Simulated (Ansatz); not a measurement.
The inner images of a band of BrH + CH6Ge (10 atoms, charge 0, multiplicity 1) are given out of order.

Level of theory: RKS LDA/def2-SVP (Ansatz 0.2.0).

Initial state:

```xyz
10
Properties=species:S:1:pos:R:3
Ge 0.009 0.163 -0.160
H -0.141 -0.105 1.373
H 1.514 0.365 -0.434
C -1.028 1.724 -0.639
H -2.100 1.563 -0.404
H -0.668 2.613 -0.083
H -0.929 1.920 -1.727
H -0.488 -1.105 -0.886
Br 1.554 -2.615 1.937
H 0.731 -1.426 1.754
```

Final state:

```xyz
10
Properties=species:S:1:pos:R:3
Ge 0.489 -0.240 -0.999
H -0.888 0.429 2.975
H 1.814 0.317 -1.564
C -0.675 1.144 -0.335
H -1.583 0.692 0.112
H -0.152 1.738 0.441
H -0.971 1.812 -1.171
H -0.204 -1.157 -2.030
Br 1.071 -1.597 0.779
H -0.448 -0.039 2.521
```

Put them in order from the first end to the last, with their energies above the first end.
A.
```xyz
10
Properties=species:S:1:pos:R:3
Ge 0.417 -0.249 -0.633
H -1.298 -0.207 1.984
H 1.451 -0.048 -1.759
C -0.528 1.408 -0.292
H -1.503 1.231 0.204
H 0.074 2.106 0.323
H -0.709 1.873 -1.286
H -0.565 -1.397 -0.952
Br 1.727 -1.027 1.111
H -0.614 -0.592 2.031
```
B.
```xyz
10
Properties=species:S:1:pos:R:3
Ge 0.131 -0.154 -0.279
H -0.697 -0.295 1.344
H 1.538 0.059 -0.885
C -0.789 1.551 -0.413
H -1.858 1.465 -0.136
H -0.299 2.296 0.248
H -0.697 1.908 -1.462
H -0.630 -1.353 -0.871
Br 1.686 -1.588 1.559
H 0.067 -0.792 1.626
```
C.
```xyz
10
Properties=species:S:1:pos:R:3
Ge 0.486 -0.244 -0.973
H -1.232 0.124 2.892
H 1.717 0.188 -1.799
C -0.549 1.252 -0.338
H -1.362 0.891 0.324
H 0.100 1.944 0.236
H -0.990 1.796 -1.200
H -0.367 -1.268 -1.754
Br 1.313 -1.364 0.871
H -0.664 -0.220 2.471
```
D.
```xyz
10
Properties=species:S:1:pos:R:3
Ge -0.062 -0.068 -0.301
H -0.531 -0.320 1.191
H 1.455 0.029 -0.576
C -0.884 1.649 -0.526
H -1.955 1.566 -0.257
H -0.386 2.329 0.197
H -0.761 2.044 -1.550
H -0.653 -1.279 -1.047
Br 1.755 -1.796 1.894
H 0.474 -1.056 1.704
```
E.
```xyz
10
Properties=species:S:1:pos:R:3
Ge -0.118 0.039 -0.259
H -0.364 -0.356 1.233
H 1.409 0.112 -0.462
C -0.975 1.738 -0.600
H -2.065 1.666 -0.410
H -0.547 2.519 0.061
H -0.815 2.039 -1.655
H -0.704 -1.098 -1.120
Br 1.839 -2.245 2.173
H 0.792 -1.316 1.768
```
F.
```xyz
10
Properties=species:S:1:pos:R:3
Ge 0.332 -0.233 -0.395
H -0.965 -0.247 1.635
H 1.507 -0.017 -1.352
C -0.651 1.468 -0.324
H -1.705 1.376 0.016
H -0.151 2.263 0.263
H -0.667 1.802 -1.389
H -0.651 -1.353 -0.805
Br 1.722 -1.303 1.236
H -0.317 -0.659 1.844
```
G.
```xyz
10
Properties=species:S:1:pos:R:3
Ge 0.467 -0.243 -0.856
H -1.478 -0.180 2.531
H 1.561 0.037 -1.910
C -0.471 1.354 -0.321
H -1.275 1.095 0.396
H 0.240 2.048 0.171
H -0.910 1.847 -1.214
H -0.479 -1.367 -1.331
Br 1.575 -1.070 0.994
H -0.777 -0.422 2.271
```

E (+0.1 kcal/mol), D (+6.7 kcal/mol), B (+29.1 kcal/mol), F (+2.4 kcal/mol), A (-9.7 kcal/mol), G (-11.4 kcal/mol), C (-11.4 kcal/mol).

The run took 110 s on 4 threads of Arm Neoverse V1, on a shared host, peak memory 0.18 GiB.
